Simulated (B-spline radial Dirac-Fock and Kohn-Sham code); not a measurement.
# Auger parameter of magnesium: the K level and its strongest K-LL line

The computed values come from a B-spline atomic structure program: relaxed Dirac-Fock hole states (ΔSCF) with Breit and QED corrections and a finite nucleus. The modified Auger parameter α′ is the binding energy plus the kinetic energy of the Auger electron; it does not depend on the energy zero. For free ions it tends to fall with charge, since less charge screens the final holes.

```
            species  configuration  binding 1s (eV)  Auger line  kinetic (eV)  α′ (eV)
                 Mg       [Ne] 3s2           1310.8    L2L3 J=2        1168.9   2479.8
               Mg²⁺   [He] 2s2 2p6           1334.0    L2L3 J=2        1143.1   2477.1
Mg²⁺ (Watson 2.7 Å)   [He] 2s2 2p6           1323.3    L2L3 J=2        1153.8   2477.1
```
